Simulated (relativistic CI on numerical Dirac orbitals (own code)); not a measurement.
**Pm4+: 4f valence photoemission**

Computed with this model: Dirac-Coulomb-Breit CI, orbitals from a KLI potential per configuration, QED by a radiative potential, valence Slater integrals scaled by 0.9, multiplet model of photoemission in the sudden approximation; configurations [Xe] 4f3 → [Xe] 4f2; 80 K; Lorentzian 0.1 eV and Gaussian 0.3 eV FWHM. Energies are those of the free ion, without screening or charge transfer. The energies are binding energies and can lie tens of eV above those of solids. S is read from ⟨S²⟩ = S(S + 1).

Field parameters in Wybourne normalisation; cubic f-shell fields have B⁴₄ = √(5/14) B⁴₀ and B⁶₄ = −√(7/2) B⁶₀. The field is a parameter set, without covalency.

free ion: ground-state S = 1.47, centroid 60.76 eV. Peaks (eV, height): 60.5 (100), 61.5 (30).

Oh, B40 = 2500, B60 = 1010 cm⁻¹: ground-state S = 1.48, centroid 60.78 eV. Peaks (eV, height): 60.5 (100), 61.5 (26).

D4h, B20 = -950, B40 = -150, B44 = -1830, B60 = 730, B64 = -940 cm⁻¹: ground-state S = 1.48, centroid 60.77 eV. Peaks (eV, height): 60.5 (100), 61.5 (28).

Strongest unbroadened transitions for Oh, B40 = 2500, B60 = 1010 cm⁻¹:

```csv
Energy (eV),Relative strength
60.46,31.8
60.52,73.1
60.57,15.3
60.58,100.0
60.95,5.0
60.97,19.8
60.98,2.6
61.01,7.8
61.36,2.0
61.44,7.6
61.52,21.4
61.54,20.4
61.76,0.2
61.79,0.4
61.81,2.8
61.82,2.7
61.83,0.4
62.41,0.3
```
